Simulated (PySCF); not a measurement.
## Spin states of TlBi⁺

Unrestricted PBE0; basis Tl def2-SVP with ECP60, Bi def2-SVP with ECP60; scalar-relativistic core potentials; PySCF 2.14. Outer shells of the fragments: Tl+ 5d10 6s2; Bi 5d10 6s2 6p3.

Followed along the bond (rough minima from three points):

| 2Ms+1 | unpaired | ⟨S²⟩ at the start | R at minimum (Å) | Te (eV) |
| --- | --- | --- | --- | --- |
| 4 | σ ↑, π ↑↑ | 3.75 | 3.34 | 0.00 |
| 2 | σ ↓, π ↑↑ | 1.76 | 3.31 | 0.54 |
| 2 | σ ↑, π ↑↓ | 1.76 | 3.31 | 0.60 |
| 2 | σ ↑ | 0.75 | 3.26 | 1.46 |
| 2 | π ↑ | 0.75 | none in the scan | ≤ 0.92 |

Solutions found at the starting distance of 2.990 Å, counted from the lowest of them; the search is not exhaustive and high or unbound solutions are not listed, so other states can lie among these:

| 2Ms+1 | unpaired | term | E (eV) | ⟨S²⟩ | ⟨Lz²⟩ | μ (D) |
| --- | --- | --- | --- | --- | --- | --- |
| 4 | σ ↑, π ↑↑ | ⁴Σ⁻ | 0.00 | 3.75 | 0.00 | -1.99 |
| 2 | σ ↓, π ↑↑ | mixed | 0.51 | 1.76 | 0.00 | -1.78 |
| 2 | σ ↑, π ↑↓ | mixed | 0.57 | 1.76 | 2.01 | -1.79 |
| 2 | π ↑ | ²Π | 1.13 | 0.75 | 1.00 | 0.14 |
| 2 | σ ↑ | mixed | 1.41 | 0.75 | 2.00 | -1.40 |
| 2 | π ↑ | ²Π | 1.71 | 0.76 | 1.01 | -2.95 |
| 4 | π ↑↑↑ | ⁴Π | 3.55 | 3.75 | 1.00 | 2.72 |
| 4 | σ ↑, π ↑↑ | mixed | 3.99 | 3.76 | 2.01 | 5.04 |

A term symbol is given only where ⟨S²⟩ and ⟨Lz²⟩ are close to those of a pure state; real π, δ and φ orbitals otherwise mix terms. A positive dipole points towards Bi; it is taken about the centre of mass and depends on that origin.

These are scalar-relativistic numbers at best; spin–orbit coupling would shift them, the dissociation energy most.
